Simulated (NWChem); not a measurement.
Everything below was run with NWChem. System: pyrimidine (C₄H₄N₂), charge 0, spin multiplicity 1, at a geometry optimised with PBE0/def2-SVP. Level: G0W0@PBE/def2-SVP, RI basis def2-svp-rifit.

Input file:

```
start mol
memory heap 200 mb stack 700 mb global 1700 mb
geometry units angstroms nocenter noautoz
  C      0.000000     0.000000    -1.353573
  C     -1.182674     0.000000    -0.618049
  N     -1.189525     0.000000     0.712293
  C      0.000000     0.000000     1.307261
  N      1.189525     0.000000     0.712293
  C      1.182674     0.000000    -0.618049
  H      0.000000     0.000000    -2.445192
  H     -2.158686     0.000000    -1.118345
  H      0.000000     0.000000     2.404245
  H      2.158686     0.000000    -1.118345
  symmetry group C2v
end
basis spherical
  * library def2-svp
end
basis "ri basis" bse spherical
  * library def2-svp-rifit
end
dft
  xc xpbe96 cpbe96
  iterations 100
  direct
  tolerances tight
end
task dft energy
gw
  states alpha occ 4 vir 2
end
task dft gw
```

Part of the output:

```
             Northwest Computational Chemistry Package (NWChem) 7.3.0
             --------------------------------------------------------

                                NWChem Input Module
                                -------------------

 Scaling coordinates for geometry "geometry" by  1.889725989
 (inverse scale =  0.529177249)

 Turning off AUTOSYM since
 SYMMETRY directive was detected!

                             Geometry "geometry" -> ""
                             -------------------------

 Output coordinates in angstroms (scale by  1.889725989 to convert to a.u.)

  No.       Tag          Charge          X              Y              Z
 ---- ---------------- ---------- -------------- -------------- --------------
    1 C                    6.0000     0.00000000     0.00000000    -1.35357300
    2 C                    6.0000    -1.18267400     0.00000000    -0.61804900
    3 N                    7.0000    -1.18952500     0.00000000     0.71229300
    4 C                    6.0000     0.00000000     0.00000000     1.30726100
    5 N                    7.0000     1.18952500     0.00000000     0.71229300
    6 C                    6.0000     1.18267400     0.00000000    -0.61804900
    7 H                    1.0000     0.00000000     0.00000000    -2.44519200
    8 H                    1.0000    -2.15868600     0.00000000    -1.11834500
    9 H                    1.0000     0.00000000     0.00000000     2.40424500
   10 H                    1.0000     2.15868600     0.00000000    -1.11834500

 Effective nuclear repulsion energy (a.u.)     209.2745951834

            Nuclear Dipole moment (a.u.)
            ----------------------------
        X                 Y               Z
 ---------------- ---------------- ----------------
     0.0000000000     0.0000000000     0.0000094486

      Symmetry information
      --------------------

 Group name             C2v
 Group number             16
 Group order               4
 No. of unique centers     7

      Symmetry unique atoms

     1    2    3    4    7    8    9


 Summary of "ao basis" -> "" (spherical)
[...]
           0.000000000000           0.000000000000         294.933649868519

     Multipole analysis of the density
     ---------------------------------

     L   x y z        total         alpha         beta         nuclear
     -   - - -        -----         -----         ----         -------
     0   0 0 0     -0.000000    -21.000000    -21.000000     42.000000

     1   1 0 0     -0.000000     -0.000000     -0.000000      0.000000
     1   0 1 0     -0.000000     -0.000000     -0.000000      0.000000
     1   0 0 1     -0.851877     -0.425943     -0.425943      0.000009

     2   2 0 0    -27.408239    -95.685115    -95.685115    163.961990
     2   1 1 0     -0.000000     -0.000000     -0.000000      0.000000
     2   1 0 1      0.000000      0.000000      0.000000      0.000000
     2   0 2 0    -26.153622    -13.076811    -13.076811      0.000000
     2   0 1 1      0.000000      0.000000      0.000000      0.000000
     2   0 0 2    -23.140377    -95.836896    -95.836896    168.533414

 Task  times  cpu:        6.1s     wall:        6.1s

                                NWChem Input Module
                                -------------------

                                 NWChem GW Module
                                 ----------------

                             ***********************
                             ***        GW       ***
                             ***********************

 Summary of "ri basis" -> "ri basis" (spherical)
 ------------------------------------------------------------------------------
       Tag                 Description            Shells   Functions and Types
 ---------------- ------------------------------  ------  ---------------------
 C                       def2-svp-rifit             16       48   6s5p4d1f
 N                       def2-svp-rifit             16       48   6s5p4d1f
 H                       def2-svp-rifit              6       14   3s2p1d

                 Memory Information
                 ------------------
          Available GA per process is          1699.9 MBs
          Available stack per process is        700.0 MBs
          Available heap per process is           0.0 MBs

          Peak memory in Initialization
              Peak GA per process is                  7.2 MBs
              Peak stack per process is               0.1 MBs
              Peak heap per process is                7.5 MBs
              Memory not in MA per process            0.0 MBs

          Peak memory in AFF Calculation
              Peak GA per process is                 33.9 MBs
              Peak stack per process is              23.2 MBs
              Peak heap per process is                0.0 MBs
              Memory not in MA per process           23.2 MBs

          Computing 2-center integrals
          Computing Inverse Cholesky factor
          Computing 3-center integrals
          Computing V_xc ...

          Computing Sigma_x
          Computing RPA polarizability
          Solving quasiparticle equations

                  Alpha Orbitals
          State     Energy (eV)     Error (eV)
          -----------------------------------
@GW        18        -10.439           0.002
@GW        19         -9.729           0.002
@GW        20         -9.712           0.002
@GW        21         -8.529           0.002
@GW        22          1.194           0.002
@GW        23          1.456           0.002

   Applying  -2.8611 eV scissor-shift to rest of particle states

   Applying   3.3243 eV scissor-shift to rest of hole states

     GW Timing Statistics
   ------------------------
   Init.   :          0.0s
     ERIs  :          0.7s
     Distr.:          0.0s
     Vxc   :          0.2s
   Sigma_x :          0.0s
   RPA     :          2.0s
   Wmn     :          0.0s
   Sigma_c :          0.0s
   GW total:          3.1s

 Task  times  cpu:        3.1s     wall:        3.1s

 Total times  cpu:        9.2s     wall:        9.2s
```
